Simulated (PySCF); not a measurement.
# Excitation energy of B by level of theory

B [He] 2s2 2p1 (2P) → B [He] 2s1 2p2 (4P), as a difference of total energies. Calculation: PySCF 2.14, in aug-cc-pCVTZ-DK with one added diffuse shell each of s, p, d, f type (8s7p5d3f, 75 functions); scalar relativity by spin-free X2C-1e. Correlated levels: valence and next inner shell: nothing frozen. The calculations carry no spin-orbit coupling.

```tsv
method	excitation energy (cm⁻¹)
UHF	17763
MP2 (valence and next inner shell)	25240
SCS-MP2 (valence and next inner shell)	28298
CCSD (valence and next inner shell)	28456
CCSD(T) (valence and next inner shell)	28794
```
